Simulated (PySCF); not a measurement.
CH4ClGeNSi, SMILES Cl[Si@H]1N=[CH][GeH2]1.

Geometry optimised at B3LYP-D3(BJ)/def2-SVP. The structure was generated by enumeration; whether it is a known compound was not checked.

Computed with TDDFT-LC-ωPBE/def2-SVPD in PySCF.

Vertical excitations. The molecule is in vacuum.

Task: Give excitation energies, oscillator strengths and character. (The exact figures need the calculation; the answer reports its results.)

Result: 
| state | energy (eV) | λ (nm) | f | main pairs |
|---|---|---|---|---|
| S1 | 3.79 | 327 | 0.000 | HOMO→LUMO 92 % |
| S2 | 5.81 | 214 | 0.002 | HOMO−1→LUMO 91 % |
| S3 | 6.04 | 205 | 0.006 | HOMO→LUMO+1 74 %, HOMO→LUMO+2 11 % |
| S4 | 6.22 | 199 | 0.005 | HOMO→LUMO+3 89 % |
| S5 | 6.54 | 190 | 0.012 | HOMO→LUMO+2 31 %, HOMO→LUMO+4 23 %, HOMO−1→LUMO+1 14 %, HOMO→LUMO+1 13 % |
| S6 | 6.71 | 185 | 0.051 | HOMO−1→LUMO+3 74 % |
| S7 | 6.95 | 178 | 0.084 | HOMO−1→LUMO+2 34 %, HOMO−1→LUMO+4 19 %, HOMO−1→LUMO+1 13 %, HOMO−1→LUMO+3 12 % |
| S8 | 7.04 | 176 | 0.095 | HOMO−1→LUMO+1 39 %, HOMO→LUMO+4 25 %, HOMO−1→LUMO+2 21 % |
| S9 | 7.38 | 168 | 0.197 | HOMO→LUMO+4 35 %, HOMO→LUMO+2 32 %, HOMO−1→LUMO+1 9 % |
| S10 | 7.80 | 159 | 0.062 | HOMO−1→LUMO+4 51 %, HOMO−2→LUMO 13 %, HOMO−1→LUMO+2 10 % |
| T1 | 3.08 | 403 | 0 | HOMO→LUMO 89 % |
| T2 | 4.87 | 254 | 0 | HOMO−2→LUMO 34 %, HOMO−3→LUMO 22 %, HOMO−5→LUMO 14 %, HOMO−6→LUMO 13 % |
| T3 | 5.38 | 231 | 0 | HOMO−1→LUMO+1 48 %, HOMO−1→LUMO 32 % |
| T4 | 5.52 | 224 | 0 | HOMO−1→LUMO 50 %, HOMO−1→LUMO+1 25 % |
Triplets are in the Tamm–Dancoff approximation, which puts them higher than full response would, so one can lie above its singlet here.
